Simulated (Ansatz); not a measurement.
Reaction (formal exchange of groups at a Ga–Ga bond): `[GaH2][GaH2]` + acetylene → `C#[C][GaH2]` + `[GaH3]`

Program: Ansatz. Geometries: PBE0-D4/def2-TZVP. ΔE: electronic, gas phase. CCSD(T)/CBS is the MP2 limit (def2-TZVPP, def2-QZVPP) plus CCSD(T) − MP2 in def2-TZVPP, frozen cores. This one scheme is used for every species. DFT in def2-TZVPP. For Ga outer-core shells are correlated without core-valence functions, which leaves a few kJ/mol of doubt a bond. Scalar relativity is left out up to krypton.

| level | ΔE (kJ/mol) | difference from CCSD(T)/CBS |
| --- | --- | --- |
| LDA (SPW92) | 6.9 | 7.8 |
| r2SCANh-D4 | -1.6 | -0.7 |
| r2SCAN0-D4 | -1.6 | -0.7 |
| BHLYP-D4 | -1.2 | -0.3 |
| ωB97X-V | -6.2 | -5.3 |
| ωB97M-V | -3.5 | -2.6 |
| PBE | 8.0 | 8.9 |
| revPBE | 6.8 | 7.7 |
| BLYP | 5.6 | 6.5 |
| r2SCAN | -1.4 | -0.5 |
| PBE0 | 3.9 | 4.8 |
| BHLYP | -2.7 | -1.8 |
| RPA@PBE/def2-TZVPP | -10.2 | -9.3 |
| HF/def2-SVP | -16.7 | -15.8 |
| MP2/def2-SVP | -17.2 | -16.3 |
| SCS-MP2/def2-QZVPP | -11.7 | -10.8 |
| CCSD(T)/CBS | -0.9 | 0 |

Largest T1 diagnostic among the species: 0.014.

From PBE to PBE0 (25 % exact exchange), in def2-TZVPP and without D4, ΔE moves by −4.0 kJ/mol. At CCSD(T), def2-SVP lies −9.4 kJ/mol from the extrapolated value and def2-TZVPP −6.2 kJ/mol.
